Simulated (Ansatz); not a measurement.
Geometry optimisation, RKS B3LYP/cc-pVDZ (Ansatz).

Input:

```yaml
crystal:
  periodic: [false, false, false]
  atoms:
    - { symbol: Al, position_ang: [-0.9026, 0.4974, -0.5775] }
    - { symbol: "N", position_ang: [0.4518, -0.9452, 0.4702] }
    - { symbol: Cl, position_ang: [-0.8263, 0.1396, -2.5598] }
    - { symbol: Cl, position_ang: [-2.358, 1.033, 0.7113] }
    - { symbol: H, position_ang: [1.1087, 0.2169, 0.4939] }
    - { symbol: Cl, position_ang: [1.1906, 1.9135, 0.0465] }
    - { symbol: H, position_ang: [0.3038, -1.2371, 1.4258] }
    - { symbol: H, position_ang: [1.0321, -1.6179, -0.0103] }
basis:
  gaussian: { orbitals: cc-pVDZ }
hamiltonian:
  xc: b3lyp
relax:
  f_tol: 0.15
  max_steps: 25
  restrain:
    - { distance: [0, 5], at: 2.23, k: 30.0 }
    - { distance: [4, 1], at: 1.02, k: 30.0 }
    - { distance: [0, 1], at: 3.22, k: 30.0 }
    - { distance: [4, 5], at: 2.63, k: 30.0 }
```

Launched with:

```bash
$ ansatz run input.yaml --threads 2 --pin off --max-ram 3072MiB --backend cpu --events-out ev --progress --plain --runs-dir out
```

Question: Where does it end, and by what steps?

Answer: The run converged. The restraints hold the end off the free minimum. After 8 steps the energy has fallen by 0.860 eV (the restraints' own energy left out); H5 moved furthest, 0.68 Å. Joined: N2–H5 (1.34 → 1.02 Å).

```json
{"step": "0", "energy less start (eV)": "0.0000", "largest force component (eV/Å)": "4.259", "accepted": "yes"}
{"step": "1", "energy less start (eV)": "-0.2779", "largest force component (eV/Å)": "5.886", "accepted": "yes"}
{"step": "2", "energy less start (eV)": "-0.4670", "largest force component (eV/Å)": "3.230", "accepted": "yes"}
{"step": "3", "energy less start (eV)": "-0.4949", "largest force component (eV/Å)": "2.030", "accepted": "yes"}
{"step": "4", "energy less start (eV)": "-0.5944", "largest force component (eV/Å)": "1.689", "accepted": "yes"}
{"step": "5", "energy less start (eV)": "-0.8193", "largest force component (eV/Å)": "1.242", "accepted": "yes"}
{"step": "6", "energy less start (eV)": "-0.8347", "largest force component (eV/Å)": "1.355", "accepted": "yes"}
{"step": "7", "energy less start (eV)": "-0.7981", "largest force component (eV/Å)": "1.065", "accepted": "no"}
{"step": "8", "energy less start (eV)": "-0.8602", "largest force component (eV/Å)": "1.186", "accepted": "yes"}
```

```xyz
8
Properties=species:S:1:pos:R:3
Al -0.995 1.106 -0.785
N 0.755 -1.135 0.675
Cl -1.151 0.385 -2.762
Cl -2.683 1.262 0.472
H 1.390 -0.339 0.776
Cl 0.877 2.075 -0.158
H 0.549 -1.486 1.613
H 1.258 -1.868 0.170
```

The run took 19 s on 2 threads of Intel(R) Xeon(R) 6975P-C (Granite Rapids), with other jobs on the host, peak memory 0.28 GiB.
